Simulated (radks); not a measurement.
Values are calculated unless marked as measured or tabulated.
The bromine ion Br2+ inside a hard spherical wall (all orbitals vanish at R), configuration held at [Ar] 3d10 4s2 4p3 and not refilled when levels cross. Level of theory: scalar-relativistic Kohn-Sham, LDA (Slater exchange, VWN5 correlation), spin-unpolarised, spherical densities, finite nucleus; Fermi nuclear charge, rms radius 4.1629 fm (a radial shooting solver on a logarithmic mesh with Libxc functionals). Eigenvalues in eV, with the zero of energy where the potential of the charges vanishes at infinity; a dash marks a level that is unbound or too diffuse for the functional's potential to be trusted. A positive occupied level is held by the wall or, in an anion where self-interaction has pushed it up, behind a barrier. The pressure on the wall is -dE/dV.

| R (bohr) | E (hartree) | kinetic (hartree) | e(3p) | e(3d) | e(4s) | e(4p) | e(5s, empty) | e(4d, empty) | pressure (GPa) |
|---|---|---|---|---|---|---|---|---|---|
| free | -2601.79923 | 2657.197 | -197.35 | -91.087 | -42.074 | -28.433 | -11.968 | -11.584 | 0 |
| 20 | -2601.79923 | 2657.197 | -197.35 | -91.087 | -42.074 | -28.433 | -11.968 | -11.584 | < 0.0001 |
| 12 | -2601.79923 | 2657.197 | -197.35 | -91.087 | -42.074 | -28.433 | -11.968 | -11.584 | < 0.0001 |
| 10 | -2601.79923 | 2657.197 | -197.35 | -91.087 | -42.074 | -28.433 | -11.960 | -11.582 | < 0.0001 |
| 8 | -2601.79923 | 2657.197 | -197.35 | -91.087 | -42.073 | -28.433 | -11.853 | -11.558 | 0.000389 |
| 6 | -2601.79862 | 2657.205 | -197.32 | -91.056 | -42.051 | -28.408 | -10.703 | -11.239 | 0.0961 |
| 3.5 | -2601.60235 | 2658.522 | -194.06 | -87.842 | -39.493 | -25.148 | 11.748 | -3.498 | 83.1 |
| 3 | -2601.20627 | 2660.532 | -190.29 | -84.137 | -35.929 | -20.554 | 32.998 | 4.259 | 340 |
| 2.5 | -2599.99552 | 2665.606 | -182.92 | -76.890 | -26.956 | -9.352 | 77.115 | 20.705 | 1530 |
| 2 | -2595.99970 | 2679.865 | -168.00 | -62.027 | -1.424 | 20.734 | 178.06 | 59.019 | 8300 |
| 1.5 | -2580.04023 | 2730.664 | -131.54 | -23.711 | 88.689 | 118.89 | 452.35 | 165.04 | 65800 |
